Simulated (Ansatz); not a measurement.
BH₅OSSi (`BO[SiH2]S`), relaxed with RKS PBE0-D4/def2-TZVP in the Gaussian-basis code of Ansatz from a PBE-D4/def2-SVP geometry. The force threshold is 0.005 eV/Å; the program also tests the step.

The species carries charge 0 and has multiplicity 1.

Start:

```xyz
9

B     0.918    0.838   -1.411
O    -0.096    0.123   -0.856
Si   -0.163   -0.749    0.604
S    -1.282    0.314    2.092
H     2.013    0.885   -0.863
H     0.692    1.418   -2.458
H    -0.817   -2.049    0.253
H     1.213   -0.915    1.177
H    -2.478    0.134    1.463
```

Q: By how much does the energy fall, and how many steps does the optimiser take? (Estimate.)

A: Ansatz gave: 5.63 kJ/mol, in 12 steps, 2 of them rejected.

Q: Which bonds change most? (Estimate.)

A: Computed: O2–Si3 from 1.702 to 1.655 Å; Si3–S4 from 2.144 to 2.122 Å; B1–H5 from 1.225 to 1.204 Å; B1–H6 from 1.219 to 1.198 Å.

Q: Give the relaxed structure. (Best estimate.)

A: Ansatz gave: 
```xyz
9

B     0.902    0.838   -1.384
O    -0.074    0.070   -0.857
Si   -0.161   -0.754    0.575
S    -1.236    0.328    2.050
H     1.946    0.970   -0.799
H     0.695    1.367   -2.439
H    -0.837   -2.031    0.263
H     1.195   -0.947    1.140
H    -2.429    0.159    1.453
```
